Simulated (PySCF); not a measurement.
C₃H₁₀Si₃, SMILES C1(C=C)[SiH2][SiH2][SiH2]1. Geometry: PBE-D3(BJ)/def2-SVP. This is a generated structure with no PubChem entry under its InChIKey; it may be hypothetical. One conformer was computed; it need not be the lowest.

Computed equilibrium geometry at PBE-D3(BJ)/def2-SVP (PySCF confirms it by a frequency run) as a Z-matrix, and its point group (one conformer of several):
point group Cs.
```
C
H 1 1.1153
C 1 1.4913 2 111.04
C 3 1.3480 1 126.11 2 0.00
H 4 1.1006 3 121.28 1 180.00
H 4 1.1030 5 117.21 3 180.00
H 3 1.1066 4 118.48 5 0.00
Si 1 1.9357 2 105.71 3 129.72
H 8 1.5067 1 115.15 2 -45.45
H 8 1.5077 9 108.88 1 122.82
Si 1 1.9357 2 105.71 3 -129.72
H 11 1.5067 1 115.15 2 45.45
H 11 1.5077 12 108.88 1 -122.82
Si 8 2.3636 9 122.93 10 130.25
H 14 1.5028 8 121.04 9 -100.17
H 14 1.5066 15 110.26 8 -134.95
```
Charge 0, spin multiplicity 1.
